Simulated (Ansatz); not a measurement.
`[F][GeH2][InH2]` + `O[SiH3]` → `[SiH3][O][InH2]` + `[F][GeH3]` at 298.15 K and 1 bar (cleavage of the In–Ge bond).

Isolated molecules relaxed with PBE0-D4/def2-TZVP in Ansatz; ΔE leaves out vibrations. CCSD(T)/CBS is the MP2 limit (def2-TZVPP, def2-QZVPP) plus CCSD(T) − MP2 in def2-TZVPP, frozen cores. Elements past krypton have def2 core potentials. For Ge, In outer-core shells are correlated without core-valence functions, which leaves a few kJ/mol of doubt a bond. Scalar relativity is left out up to krypton.

| species | CCSD(T)/CBS energy (Eh) | H − E (kJ/mol) | S (J/(mol·K)) |
| --- | --- | --- | --- |
| `[F][GeH2][InH2]` | -2368.13046 | 97.0 | 350.3 |
| `O[SiH3]` | -366.69042 | 113.6 | 257.8 |
| `[SiH3][O][InH2]` | -557.10255 | 126.5 | 345.2 |
| `[F][GeH3]` | -2177.72589 | 78.1 | 252.0 |

H − E and S are ideal-gas, rigid-rotor, harmonic terms from PBE0-D4/def2-TZVP. 1 Eh = 2625.50 kJ/mol, R = 8.31446 J/(mol·K).

Task: By hand: ΔE, ΔH, ΔS and ΔG.

Result: ΔE = (-557.10255) + (-2177.72589) − (-2368.13046) − (-366.69042) = -0.00756 Eh = -19.8 kJ/mol. Δ(H − E) = 126.5 + 78.1 − 97.0 − 113.6 = -6.0, so ΔH = -25.8 kJ/mol. ΔS = 345.2 + 252.0 − 350.3 − 257.8 = -10.9 J/(mol·K). ΔG = -25.8 − 298.15 × (-10.9)/1000 = -22.6 kJ/mol.

Task: By hand: the equilibrium constant, and the temperature at which ΔG would vanish if ΔH and ΔS stayed fixed.

Result: log₁₀ K = −ΔG/(RT ln 10) = 4.0. ΔG = 0 at ΔH/ΔS = 2367 K, though so small a ΔS makes that figure unsure.

The number of gas molecules stays the same, so ΔS is small and ΔH decides. A doubt of 5 kJ/mol in ΔE shifts log₁₀ K by 0.9 here. Modes under 60 cm⁻¹, often nearly free rotors, make the harmonic entropy too high. These are equilibria of isolated gas molecules and say nothing of rates. Largest T1 diagnostic: 0.015 (customary marks: 0.02 for closed shells, 0.045 for open ones).
